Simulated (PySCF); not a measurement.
Electron correlation in Ne²⁺ (neon, charge +2)

[He] 2s2 2p4, high-spin 3P determinant. Calculation: PySCF 2.14, in x2c-SVPall (3s2p1d, 14 functions); the spin-free X2C one-electron Hamiltonian (Gaussian nucleus). Frozen: 1s2; 6 electrons correlated.

MP2 pair energies summed by pair of shells (mhartree):

```csv
pair,energy,share (%)
2p-2p,-41.88,46.9
2s-2p,-40.88,45.8
2s-2s,-6.55,7.3
```

Total MP2 correlation energy: -89.31 mhartree.

Same-spin part -21.28 and opposite-spin part -68.03 mhartree; SCS-MP2 scales them by 1/3 and 6/5 to -88.72 mhartree.

```csv
level,correlation energy (mhartree)
CCSD,-102.06
(T),-0.66
CCSD(T),-102.72
```

Diagnostics: T1 = 0.0033, D1 = 0.0055, largest double amplitude 0.031.

Cost of the coupled-cluster step: 0.08 s of wall time on 1 thread of Neoverse-V1 (shared host), for 6 correlated electrons.

Iterations:

```
CC2 = 0
CCSD nocc = (np.int64(4), np.int64(2)), nmo = (13, 13)
frozen orbitals [[0], [0]]
max_cycle = 100
direct = 0
conv_tol = 1e-08
conv_tol_normt = 1e-06
diis_space = 8
diis_start_cycle = 0
Init t2, MP2 energy = -0.08930624690956
Init E_corr(UCCSD) = -0.0893062469118433
cycle = 1  E_corr(UCCSD) = -0.0996108938451947  dE = -0.0103046469  norm(t1,t2) = 0.017955
cycle = 2  E_corr(UCCSD) = -0.101456873197864  dE = -0.00184597935  norm(t1,t2) = 0.00475533
cycle = 3  E_corr(UCCSD) = -0.102084529223154  dE = -0.000627656025  norm(t1,t2) = 0.00178099
cycle = 4  E_corr(UCCSD) = -0.102061852374438  dE = 2.26768487e-05  norm(t1,t2) = 0.000374821
cycle = 5  E_corr(UCCSD) = -0.102064210080952  dE = -2.35770651e-06  norm(t1,t2) = 4.70199e-05
cycle = 6  E_corr(UCCSD) = -0.102063961989987  dE = 2.48090964e-07  norm(t1,t2) = 6.50444e-06
cycle = 7  E_corr(UCCSD) = -0.102064040571661  dE = -7.85816736e-08  norm(t1,t2) = 8.60085e-07
cycle = 8  E_corr(UCCSD) = -0.102064032485804  dE = 8.08585683e-09  norm(t1,t2) = 1.12071e-07
UCCSD converged
E(UCCSD) = -126.4342526834312  E_corr = -0.1020640324858042
UCCSD(T) correction = -0.000663751372642678
```
